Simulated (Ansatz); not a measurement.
`[SiH3][SiH]1CO1`. The species carries charge 0 and has multiplicity 1.

```xyz
10

Si   -1.0578    1.3422    0.5901
Si    0.1008   -0.6706    0.4116
C     1.2680   -0.9837   -0.9415
O    -0.0921   -1.5121   -1.0229
H    -2.5004    1.0962    0.8530
H    -0.4962    2.1372    1.7151
H    -0.9035    2.0973   -0.6795
H     0.1705   -1.5104    1.6344
H     1.4856   -0.2346   -1.7003
H     2.0251   -1.7615   -0.8600
```

Task: Give the diagnostics of a CCSD(T)/def2-TZVPP run (frozen core, Ansatz). (Estimate.)

Result: Computed: T1 = 0.0149, largest single amplitude 0.030, largest double 0.034, (T) share of the correlation energy 3.9 %, 10 CCSD cycles. The RHF solution is stable towards an unrestricted one. T1 lies under the customary mark of 0.02 for closed shells.
